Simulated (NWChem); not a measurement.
System meant: CH4Be; SMILES [BeH][CH3]

Here is an NWChem input.

```
start job
memory heap 200 mb stack 900 mb global 1100 mb
geometry units angstroms noautosym nocenter noautoz
  Be     0.000000     0.000000    -1.060594
  H      0.000000     0.000000    -2.404968
  C      0.000000     0.000000     0.618921
  H      0.723573     0.731248     1.044286
  H      0.271493    -0.992256     1.044286
  H     -0.995066     0.261008     1.044286
end
basis spherical
  * library def2-svp
end
dft
  xc xtpss03 ctpss03
  iterations 150
end
property
  shielding 4 1 2 3 4
end
task dft property
```

End of the output:

```
 Vector   10  Occ=0.000000D+00  E= 1.706688D-02
              MO Center=  2.1D-06,  2.7D-06, -2.6D-01, r^2= 6.5D+00
   Bfn.  Coefficient  Atom+Function         Bfn.  Coefficient  Atom+Function
  ----- ------------  ---------------      ----- ------------  ---------------
     3      1.425408  1 Be s                 17     -1.334792  3 C  s
    11     -0.419965  2 H  s                  9      0.407166  1 Be pz
    30      0.269748  4 H  s                 35      0.269748  5 H  s
    40      0.269749  6 H  s                 16     -0.215303  3 C  s
    10     -0.174259  2 H  s                 15      0.116573  3 C  s

 center of mass
 --------------
 x =   0.00000000 y =   0.00000000 z =  -0.10546181

 moments of inertia (a.u.)
 ------------------
          90.642073737606          -0.000002031165          -0.000000000000
          -0.000002031165          90.642080563593           0.000000000000
          -0.000000000000           0.000000000000          11.426286672762

     Multipole analysis of the density
     ---------------------------------

     L   x y z        total         alpha         beta         nuclear
     -   - - -        -----         -----         ----         -------
     0   0 0 0     -0.000000     -7.000000     -7.000000     14.000000

     1   1 0 0      0.000000      0.000000      0.000000      0.000000
     1   0 1 0      0.000000      0.000000      0.000000      0.000000
     1   0 0 1      0.259047     -0.058542     -0.058542      0.376131

     2   2 0 0     -9.797184     -7.732986     -7.732986      5.668788
     2   1 1 0      0.000000     -0.000001     -0.000001      0.000002
     2   1 0 1     -0.000000     -0.000000     -0.000000      0.000000
     2   0 2 0     -9.797185     -7.732983     -7.732983      5.668782
     2   0 1 1     -0.000001     -0.000000     -0.000000      0.000000
     2   0 0 2    -13.906821    -35.259967    -35.259967     56.613113

          -----------------------------------------
          Chemical Shielding Tensors (GIAO, in ppm)
          -----------------------------------------

 ------------------------------------------------------------------------
  xtpss03: d2 not coded                    0
 ------------------------------------------------------------------------
 ------------------------------------------------------------------------
  current input line :
    21: task dft property
 ------------------------------------------------------------------------
 ------------------------------------------------------------------------
 This error has not yet been assigned to a category
 ------------------------------------------------------------------------
 For more information see the NWChem manual at https://nwchemgit.github.io

0: xtpss03: d2 not coded:Received an Error in Communication
```

Task: Can this run be used? If not, why, and what is the fix?

Result: The run crashed. Cause: this functional's second derivatives, which shieldings need, aren't coded here; the fix takes a hybrid GGA instead. This input runs:
```
start job
memory heap 200 mb stack 900 mb global 1100 mb
geometry units angstroms noautosym nocenter noautoz
  Be     0.000000     0.000000    -1.060594
  H      0.000000     0.000000    -2.404968
  C      0.000000     0.000000     0.618921
  H      0.723573     0.731248     1.044286
  H      0.271493    -0.992256     1.044286
  H     -0.995066     0.261008     1.044286
end
basis spherical
  * library def2-svp
end
dft
  xc pbe0
  iterations 150
end
property
  shielding 4 1 2 3 4
end
task dft property
```
It converges to -55.11154 Ha (PBE0/def2-SVP, GIAO).
